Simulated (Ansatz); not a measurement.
Ansatz (a quantum-chemistry and plane-wave program) input (MP2/6-31G* with LANL2DZ past Ar): The .json file joins the Basis Set Exchange's 6-31G* for atoms up to Ar and LANL2DZ past it.

Ansatz 0.2 input:
```yaml
crystal:
  periodic: [false, false, false]
  atoms:
    - {symbol: Br, position_ang: [2.28972300, -0.57978200, -0.19901800]}
    - {symbol: C, position_ang: [0.36654200, -0.24149600, -0.02850500]}
    - {symbol: C, position_ang: [-0.55900500, -1.32832200, 0.08174900]}
    - {symbol: C, position_ang: [-1.90393600, -1.04502300, 0.19994000]}
    - {symbol: Se, position_ang: [-1.97719100, 0.88898400, 0.16309200]}
    - {symbol: C, position_ang: [-0.10280300, 1.02817100, -0.01367400]}
    - {symbol: H, position_ang: [-0.19072500, -2.35067600, 0.07070100]}
    - {symbol: H, position_ang: [0.47014700, 1.93762200, -0.08726500]}
basis:
  gaussian:
    orbitals: 6-31Gs+LANL2DZ.json
total_charge: -1
magnetization: {spin_polarized: false}
correlation: {method: mp2, electrons: outside_noble_gas}
relax: {f_tol: 0.003, max_steps: 120}
```

Output:

```
Functional definition: HF
these checks for a lower state are left out or cut short: cluster_reference
integrals: 0.04 GiB planned
1006 factors; integrals over basis functions are off by at most 4.1e-4 eV
mean field: 0.21 GiB planned
mean field evaluation 1: about -4744.8842 eV, gradient 2.9e1 eV
mean field evaluation 2: about -4745.0641 eV, gradient 2.9e1 eV
mean field evaluation 4: about -4747.8495 eV, gradient 4.6e0 eV
mean field evaluation 8: about -4747.9598 eV, gradient 2.1e-1 eV
mean field -4747.96027058 eV, -174.4843216607 hartree, gradient 1.7e-6 eV, S^2 0.000000; 0 other end points of the search recorded, 0 dependent functions left out; unrestricted orbitals would lower it
4 core orbitals not correlated
reference -4747.96027058 eV, -174.4843216607 hartree; 16, 16 occupied and 60, 60 virtual orbitals, 1006 factors
densities: 0.16 GiB planned
second order -15.98248974 eV of doubles, -0.00000000 eV of singles
the calculation of the forces begins
mean field evaluation 16: about -4747.7470 eV, gradient 7.0e-1 eV
relax step   1: F+E_penalty+E_count = -4763.94276032 eV  Δ(F+E_penalty+E_count) = +0.000e0 eV  max|allowed force component| = 6.492e-1 eV/Å  Δτ_max = 0.0000 Å  (54 SCF iters, accepted)
these checks for a lower state are left out or cut short: starts, cluster_reference, orbital_swaps, neighbouring_geometries, increment
integrals: 0.04 GiB planned
1006 factors; integrals over basis functions are off by at most 4.2e-4 eV
mean field: 0.21 GiB planned
mean field -4747.95157973 eV, -174.4840022780 hartree, gradient 3.1e-6 eV, S^2 0.000000; 0 other end points of the search recorded, 0 dependent functions left out; unrestricted orbitals would lower it
4 core orbitals not correlated
reference -4747.95157973 eV, -174.4840022780 hartree; 16, 16 occupied and 60, 60 virtual orbitals, 1006 factors
densities: 0.16 GiB planned
second order -16.01847840 eV of doubles, -0.00000000 eV of singles
the calculation of the forces begins
relax step   2: F+E_penalty+E_count = -4763.97005814 eV  Δ(F+E_penalty+E_count) = -2.730e-2 eV  max|allowed force component| = 3.211e-1 eV/Å  Δτ_max = 0.0342 Å  (54 SCF iters, accepted)
these checks for a lower state are left out or cut short: starts, cluster_reference, orbital_swaps, neighbouring_geometries, increment
integrals: 0.04 GiB planned
1006 factors; integrals over basis functions are off by at most 4.2e-4 eV
mean field: 0.21 GiB planned
mean field evaluation 32: about -4747.9427 eV, gradient 6.7e-1 eV
mean field -4747.94441788 eV, -174.4837390846 hartree, gradient 3.1e-6 eV, S^2 0.000000; 0 other end points of the search recorded, 0 dependent functions left out; unrestricted orbitals would lower it
4 core orbitals not correlated
reference -4747.94441788 eV, -174.4837390846 hartree; 16, 16 occupied and 60, 60 virtual orbitals, 1006 factors
densities: 0.16 GiB planned
second order -16.03083016 eV of doubles, -0.00000000 eV of singles
the calculation of the forces begins
relax step   3: F+E_penalty+E_count = -4763.97524803 eV  Δ(F+E_penalty+E_count) = -5.190e-3 eV  max|allowed force component| = 1.266e-1 eV/Å  Δτ_max = 0.0152 Å  (56 SCF iters, accepted)
these checks for a lower state are left out or cut short: starts, cluster_reference, orbital_swaps, neighbouring_geometries, increment
integrals: 0.04 GiB planned
1006 factors; integrals over basis functions are off by at most 4.2e-4 eV
mean field: 0.21 GiB planned
mean field -4747.95012433 eV, -174.4839487931 hartree, gradient 3.2e-6 eV, S^2 0.000000; 0 other end points of the search recorded, 0 dependent functions left out; unrestricted orbitals would lower it
4 core orbitals not correlated
reference -4747.95012433 eV, -174.4839487931 hartree; 16, 16 occupied and 60, 60 virtual orbitals, 1006 factors
densities: 0.16 GiB planned
second order -16.02592366 eV of doubles, -0.00000000 eV of singles
the calculation of the forces begins
relax step   4: F+E_penalty+E_count = -4763.97604800 eV  Δ(F+E_penalty+E_count) = -8.000e-4 eV  max|allowed force component| = 4.783e-2 eV/Å  Δτ_max = 0.0091 Å  (54 SCF iters, accepted)
these checks for a lower state are left out or cut short: starts, cluster_reference, orbital_swaps, neighbouring_geometries, increment
integrals: 0.04 GiB planned
1006 factors; integrals over basis functions are off by at most 4.2e-4 eV
mean field: 0.21 GiB planned
mean field -4747.95235144 eV, -174.4840306379 hartree, gradient 6.4e-6 eV, S^2 0.000000; 0 other end points of the search recorded, 0 dependent functions left out; unrestricted orbitals would lower it
4 core orbitals not correlated
reference -4747.95235144 eV, -174.4840306379 hartree; 16, 16 occupied and 60, 60 virtual orbitals, 1006 factors
densities: 0.16 GiB planned
second order -16.02383226 eV of doubles, -0.00000000 eV of singles
the calculation of the forces begins
relax step   5: F+E_penalty+E_count = -4763.97618371 eV  Δ(F+E_penalty+E_count) = -1.357e-4 eV  max|allowed force component| = 1.151e-2 eV/Å  Δτ_max = 0.0020 Å  (41 SCF iters, accepted)
these checks for a lower state are left out or cut short: starts, cluster_reference, orbital_swaps, neighbouring_geometries, increment
integrals: 0.04 GiB planned
1006 factors; integrals over basis functions are off by at most 4.2e-4 eV
mean field: 0.21 GiB planned
mean field evaluation 64: about -4747.9527 eV, gradient 4.2e-2 eV
mean field -4747.95267969 eV, -174.4840427006 hartree, gradient 3.0e-6 eV, S^2 0.000000; 0 other end points of the search recorded, 0 dependent functions left out; unrestricted orbitals would lower it
4 core orbitals not correlated
reference -4747.95267969 eV, -174.4840427006 hartree; 16, 16 occupied and 60, 60 virtual orbitals, 1006 factors
densities: 0.16 GiB planned
second order -16.02351158 eV of doubles, -0.00000000 eV of singles
the calculation of the forces begins
relax step   6: F+E_penalty+E_count = -4763.97619127 eV  Δ(F+E_penalty+E_count) = -7.561e-6 eV  max|allowed force component| = 6.941e-3 eV/Å  Δτ_max = 0.0006 Å  (40 SCF iters, accepted)
these checks for a lower state are left out or cut short: starts, cluster_reference, orbital_swaps, neighbouring_geometries, increment
integrals: 0.04 GiB planned
1006 factors; integrals over basis functions are off by at most 4.2e-4 eV
mean field: 0.21 GiB planned
mean field -4747.95246929 eV, -174.4840349687 hartree, gradient 2.3e-6 eV, S^2 0.000000; 0 other end points of the search recorded, 0 dependent functions left out; unrestricted orbitals would lower it
4 core orbitals not correlated
reference -4747.95246929 eV, -174.4840349687 hartree; 16, 16 occupied and 60, 60 virtual orbitals, 1006 factors
densities: 0.16 GiB planned
second order -16.02372393 eV of doubles, -0.00000000 eV of singles
the calculation of the forces begins
relax step   7: F+E_penalty+E_count = -4763.97619322 eV  Δ(F+E_penalty+E_count) = -1.955e-6 eV  max|allowed force component| = 1.788e-3 eV/Å  Δτ_max = 0.0005 Å  (41 SCF iters, accepted)
these checks for a lower state are left out or cut short: cluster_reference
integrals: 0.04 GiB planned
1006 factors; integrals over basis functions are off by at most 4.2e-4 eV
mean field: 0.21 GiB planned
mean field evaluation 96: about -4747.9525 eV, gradient 1.5e-6 eV
mean field -4747.95246929 eV, -174.4840349687 hartree, gradient 2.3e-6 eV, S^2 0.000000; 1 other end points of the search recorded, 0 dependent functions left out; unrestricted orbitals would lower it
4 core orbitals not correlated
reference -4747.95246929 eV, -174.4840349687 hartree; 16, 16 occupied and 60, 60 virtual orbitals, 1006 factors
densities: 0.16 GiB planned
second order -16.02372393 eV of doubles, -0.00000000 eV of singles
the calculation of the forces begins
Total energy: -4763.97619322 eV, -175.0728959620 hartree
Atom 0 at     2.332015    -0.587707    -0.202757 Å, force     0.000171    -0.000037    -0.000015 eV/Å
Atom 1 at     0.374406    -0.247690    -0.029094 Å, force    -0.000105     0.001303    -0.000020 eV/Å
Atom 2 at    -0.560087    -1.323699     0.081745 Å, force     0.000754    -0.000360    -0.000062 eV/Å
Atom 3 at    -1.922364    -1.066955     0.202142 Å, force    -0.000472    -0.001410     0.000076 eV/Å
Atom 4 at    -1.991787     0.909863     0.163973 Å, force     0.001335     0.000291    -0.000130 eV/Å
Atom 5 at    -0.107346     1.031498    -0.013328 Å, force    -0.001411    -0.001731     0.000170 eV/Å
Atom 6 at    -0.197053    -2.352722     0.071333 Å, force    -0.001177     0.000157     0.000105 eV/Å
Atom 7 at     0.464968     1.946891    -0.086995 Å, force     0.000905     0.001788    -0.000124 eV/Å
Dipole moment:     0.932438     0.554917    -0.098892 e Å
Checks for a lower state left out: cluster_reference
```

The dipole moment of an ion depends on the origin.

The geometry given is a B3LYP-D3(BJ)/def2-TZVP minimum.
